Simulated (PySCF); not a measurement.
C5H8B2S.
Structure used (PBE0-D3(BJ)/def2-SVP), in Å, numbered top down from 1:
```xyz
16
C5H8B2S angstrom
C      3.004    0.246   -0.621
S      1.943   -1.165   -0.205
B      0.286   -0.533   -0.062
C     -0.804   -1.601    0.295
C     -2.094   -1.218    0.449
B     -2.494    0.281    0.289
C     -1.401    1.337   -0.089
C     -0.110    0.966   -0.260
H      2.972    1.007    0.170
H      2.708    0.691   -1.580
H      4.030   -0.136   -0.707
H     -0.529   -2.657    0.421
H     -2.849   -1.975    0.699
H     -3.641    0.633    0.459
H     -1.672    2.394   -0.220
H      0.636    1.727   -0.524
```

All values: PBE0/def2-SVPD (PySCF, non-relativistic), on one gas-phase PBE0-D3(BJ)/def2-SVP geometry that isn't relaxed in the solvent. The solvent is an IEF-PCM continuum (van der Waals radii × 1.2). The model holds no explicit solvent molecules, cavitation or dispersion.

Gas phase at PBE0/def2-SVPD: HOMO -7.54 eV, LUMO -3.17 eV, dipole 2.23 D.

What does the continuum do to the energy, the frontier levels and the dipole at PBE0/def2-SVPD in acetone and acetonitrile?

```
     solvent      ε  E(solvent) − E(gas) (kcal/mol)  polarisation term (kcal/mol)  distortion of the solute (kcal/mol)  HOMO (eV)  LUMO (eV)  dipole (D)
     acetone  20.49                           -2.96                         -3.51                                 0.55      -7.54      -3.19        3.06
acetonitrile  35.69                           -3.07                         -3.66                                 0.59      -7.54      -3.19        3.10
```

The first energy column is the sum of the next two and covers electrostatics alone. From acetone to acetonitrile the lowering changes by a factor 1.04, Onsager's factor (ε − 1)/(2ε + 1) by 1.03 and ε itself by 1.7.

Which radius a makes the point-dipole formula ΔE = −[(ε − 1)/(2ε + 1)]·μ²/a³ give the value in acetonitrile, with the gas-phase dipole?

μ = 0.877 au and |ΔE| = 0.00489 Eh give a = 2.24 Å; the farthest nucleus lies 4.08 Å from the centroid of the nuclei, so such a sphere wouldn't even hold the nuclei. The formula assumes a rigid point dipole at the centre of a sphere.

Give the dipole vector in the frame of the coordinates (D, pointing from negative to positive charge), gas and acetonitrile.

Gas (1.92, 1.01, -0.51), solvent (2.63, 1.46, -0.71). Its length changes by +39 % and its direction by 1°.

How does the static polarisability (PBE0/def2-SVPD, frozen core, with the continuum's full static response) change?

| medium | isotropic (au) | principal values (au) | ⟨r²⟩ of the electrons (bohr²) |
| --- | --- | --- | --- |
| gas | 113.0 | 67.9, 102.4, 168.7 | 1309.2 |
| acetone | 160.4 | 95.6, 141.5, 244.1 | 1308.5 |
| acetonitrile | 162.5 | 97.3, 143.2, 247.2 | 1308.5 |

The isotropic value in acetonitrile is 1.44 times the gas-phase one; no cavity-field correction is applied. ⟨r²⟩ is taken about the centre of nuclear charge.
